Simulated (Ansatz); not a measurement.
C5H12BO3 (SMILES [CH2]OB(OCC)OCC), doublet, at a GFN2-xTB geometry; BLYP/STO-3G run with Ansatz (an electronic-structure program).

Here is a job for Ansatz.
Ansatz 0.2 input:
```yaml
crystal:
  periodic: [false, false, false]
  atoms:
    - {symbol: C, position_ang: [-1.03860759, 1.91419682, -0.31567996]}
    - {symbol: O, position_ang: [0.08360885, 1.15555103, -0.21099941]}
    - {symbol: B, position_ang: [0.16433080, -0.19085505, 0.08112936]}
    - {symbol: O, position_ang: [-0.84249619, -1.08808423, -0.04347704]}
    - {symbol: C, position_ang: [-2.15255182, -0.80219006, -0.48384119]}
    - {symbol: C, position_ang: [-3.14863721, -0.91003125, 0.66545088]}
    - {symbol: O, position_ang: [1.35424095, -0.70729493, 0.47196496]}
    - {symbol: C, position_ang: [2.51842351, 0.08727200, 0.60970967]}
    - {symbol: C, position_ang: [3.19776692, 0.33070359, -0.73294727]}
    - {symbol: H, position_ang: [-0.94254242, 2.75033820, -0.98649515]}
    - {symbol: H, position_ang: [-1.67756914, 1.99470746, 0.54920480]}
    - {symbol: H, position_ang: [-2.18804327, 0.21363643, -0.91784588]}
    - {symbol: H, position_ang: [-2.39126407, -1.53617266, -1.26196574]}
    - {symbol: H, position_ang: [-2.91693798, -0.17737960, 1.43467962]}
    - {symbol: H, position_ang: [-3.09613747, -1.90117913, 1.10776057]}
    - {symbol: H, position_ang: [-4.15602718, -0.73392545, 0.29805269]}
    - {symbol: H, position_ang: [2.26380272, 1.04683893, 1.07499839]}
    - {symbol: H, position_ang: [3.18175628, -0.47177334, 1.27714326]}
    - {symbol: H, position_ang: [2.53240319, 0.89213664, -1.38339001]}
    - {symbol: H, position_ang: [3.43240031, -0.61839350, -1.20752078]}
    - {symbol: H, position_ang: [4.11531342, 0.89435972, -0.58632963]}
basis:
  gaussian:
    orbitals: STO-3G
hamiltonian:
  xc: blyp
magnetization: {spin_polarized: true, initial_magnetization: 1}
```

Question: Predict the main parts of the log of this Ansatz run.

Answer: 
```
Functional definition: BLYP
820 factors; integrals over basis functions are off by at most 4.0e-5 eV
mean field evaluation 1: about -12035.0729 eV, gradient 1.4e1 eV
mean field evaluation 2: about -12033.9585 eV, gradient 2.1e1 eV
mean field evaluation 4: about -12036.2092 eV, gradient 1.4e0 eV
mean field evaluation 8: about -12035.9815 eV, gradient 4.4e-2 eV
mean field -12035.98150819 eV, -442.3141621448 hartree, gradient 8.1e-5 eV, S^2 0.751528; 0 other end points of the search recorded, 0 dependent functions left out
reference -12035.98188262 eV, -442.3141759049 hartree; 36, 35 occupied and 21, 22 virtual orbitals, 820 factors
Total energy: -12035.98188262 eV, -442.3141759049 hartree
```
